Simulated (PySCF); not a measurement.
Structure with atom numbers: `[SiH3:1][SiH:2]([SiH3:3])[SiH2:4][c:5]1[n:6][cH:7][cH:8][o:9]1`; H(Xn) means a hydrogen on atom n.

Single conformer, in vacuum, non-relativistic, fast rotation and ring inversion assumed for equivalent nuclei. Shieldings: GIAO PBE0/pcSseg-1; structure optimised with GFN2-xTB; PySCF.

Predict the 2D correlation tables (HSQC, COSY, HMBC).

Results:



HSQC (one-bond C–H):
| δH | δC |
| --- | --- |
| 8.03 (H(C8)) | 149.5 (C8) |
| 7.45 (H(C7)) | 135.2 (C7) |

COSY cross peaks (H two or three bonds apart, from the bond graph; peaks can be absent where the dihedral angle is near 90°):
| δH | δH |
| --- | --- |
| 8.03 (H(C8)) | 7.45 (H(C7)) |
| 4.78 (H(Si4)) | 3.36 (H(Si2)) |
| 3.74 (H(Si1)/H(Si3)) | 3.36 (H(Si2)) |

HMBC (two and three bonds, from the bond graph):
| δH | δC |
| --- | --- |
| 8.03 (H(C8)) | 170.4 (C5), 135.2 (C7) |
| 7.45 (H(C7)) | 170.4 (C5), 149.5 (C8) |
| 4.78 (H(Si4)) | 170.4 (C5) |
| 3.36 (H(Si2)) | 170.4 (C5) |

δ = σ(ref) − σ, references computed at the same level: TMS for 1H and 13C.

Shifts are as computed. Against solution values, carbons near 30 ppm lie about +3 ppm off and those near 130 ppm about +5 ppm. Of 1309 compounds with measured shifts, 239 miss one by over three times the rms of a fit or turn the order of signals round; such compounds aren't used in these exercises.
